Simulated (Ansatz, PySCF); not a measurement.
System: GaBr, net charge 0, singlet state. SMILES: [Ga][Br]
Geometry: optimised at B3LYP-D3(BJ)/def2-TZVP (Ansatz, a first-principles code).

Wanted: atomisation energy (electronic, to ground-state atoms), in kcal/mol. Correlated levels leave the core frozen unless marked. UHF or UKS for open shells. No spin-orbit coupling. The frozen core is the preceding noble-gas configuration, with the filled d and f shells of earlier blocks. No relativistic terms. The coupled-cluster limit lacks core correlation, which all-electron functionals hold. CBS(X,Y): correlation extrapolated as X^-3; Hartree-Fock from the larger set (for Q and 5 zeta extrapolated as (X+1)exp(-9√X)). The bracket is a focal-point correction in the basis named.

```csv
level,program,atomisation energy (kcal/mol),minus last row,rough core time
HF/def2-SVP,Ansatz,74.6,-27.2,-
PBE/def2-TZVPD,Ansatz,103.8,2.0,under 20 s
BP86-D4/def2-TZVPD,PySCF + dftd4,104.4,2.6,-
TPSSh/def2-TZVPD,PySCF,102.1,0.3,-
SCS-MP2/cc-pV5Z,Ansatz,101.1,-0.7,-
CCSD/def2-TZVPP,Ansatz,95.2,-6.6,-
"CCSD/CBS(def2-TZVPP,def2-QZVPP)",Ansatz,98.4,-3.4,-
"RI-MP2/CBS(cc-pVTZ,cc-pVQZ)+[CCSD(T)-MP2]/cc-pVTZ",Ansatz,101.2,-0.6,under 20 s
"CCSD(T)/CBS(aug-cc-pVTZ,aug-cc-pVQZ)",Ansatz,101.8,0.0,under 20 s
"CCSD(T)/CBS(cc-pVQZ,cc-pV5Z)",Ansatz,101.8,0.0,22 s
```

Core times are rough, on shared machines, summed over the molecules involved; a dash marks a level read off another run, or run on other hardware, by another program or under a memory cap.
